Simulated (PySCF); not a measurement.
CHF, SMILES [CH]F (connectivity only; charge and spin as stated), neutral, multiplicity 1. Geometry: B3LYP-D3(BJ)/def2-TZVPD. The isomer is the one that the SMILES or the coordinates give; other isomers of the formula were not compared.

PySCF with TDA-PBE/def2-TZVPD puts the lowest singlet excitations at 2.39, 5.89, 6.89, 7.68, 7.89, 7.90 eV and the lowest triplet (TDA) at 0.65 eV.

Question: What are the lowest singlet roots from EOM-CCSD/aug-cc-pVDZ in PySCF 2.14.0? (An estimate is asked for; the answer gives what the named calculation found.)

Answer: 2.54, 6.84, 7.55, 8.25, 8.44, 8.75 eV; triplets 0.85, 6.46, 7.24 eV. S1 differs by 0.15 eV (second minus first; roots are paired by order, and the bases may differ).
